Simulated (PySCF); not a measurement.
Compound: C₃H₆N₂O₂Si.
Atom-mapped SMILES: `[SiH3:1][O:2][CH2:3][c:4]1[n:5][cH:6][n:7][o:8]1`

Structure used (GFN2-xTB), in Å, numbered top down from 1:
```
atom  x, y, z in Å
Si1   -1.6167    1.4590   -0.6618
O2    -1.7225   -0.1305   -0.2964
C3    -0.7942   -1.1393   -0.4680
C4     0.5491   -0.7988    0.0725
N5     1.2170    0.2994   -0.1120
C6     2.3585    0.0780    0.5878
N7     2.3953   -1.0848    1.1612
O8     1.2137   -1.6712    0.8354
H9    -1.1345    1.6428   -2.0307
H10   -3.0283    1.7667   -0.4814
H11   -0.7577    2.1901    0.2646
H12   -0.6759   -1.3639   -1.5397
H13   -1.1568   -2.0395    0.0414
H14    3.1524    0.7915    0.6546
```

Definitions: NICS(0) = −σiso at the ring centroid; NICS(1) = −σiso and NICS(1)zz = −σzz at ±1 Å along the ring normal z. Level: GIAO PBE0/pcSseg-1 (PySCF, non-relativistic, gas phase) on the GFN2-xTB geometry, one conformer.

Ring bond lengths (Å), with Mayer bond orders in brackets: C4–N5 1.299 (1.59), N5–C6 1.357 (1.29), C6–N7 1.297 (1.69), N7–O8 1.359 (0.99), O8–C4 1.336 (1.11).

Problem. Give the NICS values of each ring in ppm.

Solution. 
```tsv
ring	type	NICS(0)	NICS(1), two faces	NICS(1)zz, two faces	rms pucker (Å)	centre to ring atoms, mean (Å)
C4–N5–C6–N7–O8	5-membered ring with 2 N and O; formal bonds all aromatic	-11.6	-11.2 / -11.1	-28.9 / -28.5	0.00	1.13
```

Problem. What can be read from them?

Solution. 
- C4–N5–C6–N7–O8: mean NICS(1)zz -28.7 ppm, shielded, aromatic by this magnetic criterion (flat ring, no four-coordinate atom).

Problem. How equal are the bonds by HOMA? HOMA = 1 − mean of α(R − Ropt)² over the ring bonds, with Krygowski's 1993 parameters (CN: Ropt 1.334 Å, α 93.52 Å⁻²; CO: Ropt 1.265 Å, α 157.38 Å⁻²; NO: Ropt 1.248 Å, α 57.21 Å⁻²).

Solution. 
- C4–N5–C6–N7–O8: HOMA 0.64; the largest term is that of O8–C4, α(R − Ropt)² = 0.79.

Problem. How shielded are the nuclei of the rings and their hydrogens (means over atoms taken as equivalent)?

Solution. 
```json
{"atoms": "C4", "environment": "substituted aromatic carbon", "σ isotropic (ppm)": "1.9", "principal values of the symmetric part, first atom (ppm)": "-69.2, -9.4, 84.3"}
{"atoms": "N5", "environment": "pyridine-type nitrogen", "σ isotropic (ppm)": "-10.6", "principal values of the symmetric part, first atom (ppm)": "-182.4, -68.5, 218.9"}
{"atoms": "C6", "environment": "aromatic CH next to a ring nitrogen", "σ isotropic (ppm)": "24.8", "principal values of the symmetric part, first atom (ppm)": "-76.4, 44.2, 106.7"}
{"atoms": "N7", "environment": "pyridine-type nitrogen", "σ isotropic (ppm)": "-132.7", "principal values of the symmetric part, first atom (ppm)": "-348.5, -116.2, 66.5"}
{"atoms": "O8", "environment": "ring oxygen", "σ isotropic (ppm)": "-82.1", "principal values of the symmetric part, first atom (ppm)": "-219.2, -138.2, 111.3"}
{"atoms": "H14", "environment": "aromatic hydrogen", "σ isotropic (ppm)": "23.19", "principal values of the symmetric part, first atom (ppm)": "21.2, 23.1, 25.3"}
```
